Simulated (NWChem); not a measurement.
Total energies of H6B2

```xyz
8

B      0.0000     0.0000     0.8885
B      0.0000     0.0000    -0.8885
H      0.0000    -0.9883     0.0000
H      1.0494     0.0000     1.4735
H     -1.0494     0.0000     1.4735
H      0.0000     0.9883     0.0000
H      1.0494     0.0000    -1.4735
H     -1.0494     0.0000    -1.4735
```
Charge 0, spin multiplicity 1.

Everything below was run with NWChem. All single points use one geometry, from B3LYP/def2-SVP, a minimum by its harmonic frequencies.

Basis set: 6-31G* (40 functions).

```tsv
method	total energy (Ha)
RHF	-52.80993
MP2	-52.98976
B2PLYP	-53.17631
PBE	-53.16423
B3LYP	-53.28667
TPSS	-53.30332
CCSD(T)	-53.03070
```

Total energies of different functionals aren't comparable as a measure of quality: only differences taken within one method are. 

The correlated methods keep 2 core orbitals frozen. B3LYP has NWChem's definition, with VWN1-RPA local correlation. The Pople sets run with spherical d functions. The structure started from a generated list of species. Coupled-cluster values serve here as a point of comparison, not as the truth.
